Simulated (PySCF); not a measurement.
## C₆ coefficients of unlike pairs at HSE06

Calculated with PySCF 2.14 from the dipole response of each species, C₆(A,B) = (3/π) ∫ α_A(iu) α_B(iu) du, in atomic units, from isotropic polarisabilities. For ions this is the dispersion term alone; charge-induced terms of lower order in 1/R come first.

```json
{"species": "Cu⁺", "configuration": "[Ar] 3d10 (1S)", "basis": "aug-cc-pVTZ-PP with ECP10MDF (6s6p5d3f2g)", "relativity": "core potential", "α (bohr³)": "6.262", "C₆ (like pair)": "19.07"}
{"species": "Sb⁺", "configuration": "[Kr] 4d10 5s2 5p2 (3P)", "basis": "aug-cc-pwCVDZ-PP with ECP28MDF (6s5p4d1f)", "relativity": "core potential", "α (bohr³)": "25.40", "C₆ (like pair)": "206.6"}
{"species": "Li", "configuration": "[He] 2s1 (2S)", "basis": "aug-cc-pVQZ (6s5p4d3f2g)", "relativity": "none", "α (bohr³)": "148.8", "C₆ (like pair)": "1208"}
{"species": "Tl", "configuration": "[Xe] 4f14 5d10 6s2 6p1 (2P)", "basis": "aug-cc-pwCVTZ-PP with ECP60MDF (8s7p6d4f1g)", "relativity": "core potential", "α (bohr³)": "79.32", "C₆ (like pair)": "831.1"}
```

**Question.** Estimate C₆ for Tl with Sb⁺.

**Answer.** The integral gives 395.2. The combination rule 2 C_A C_B / (C_A α_B/α_A + C_B α_A/α_B) gives 376.8 and the geometric mean 414.3.

No spin-orbit coupling is included.

The other pairs:

| pair | C₆ |
| --- | --- |
| Tl, Cu⁺ | 110.3 |
| Li, Cu⁺ | 90.20 |
| Li, Sb⁺ | 354.5 |
| Sb⁺, Cu⁺ | 60.09 |
| Tl, Li | 885.8 |
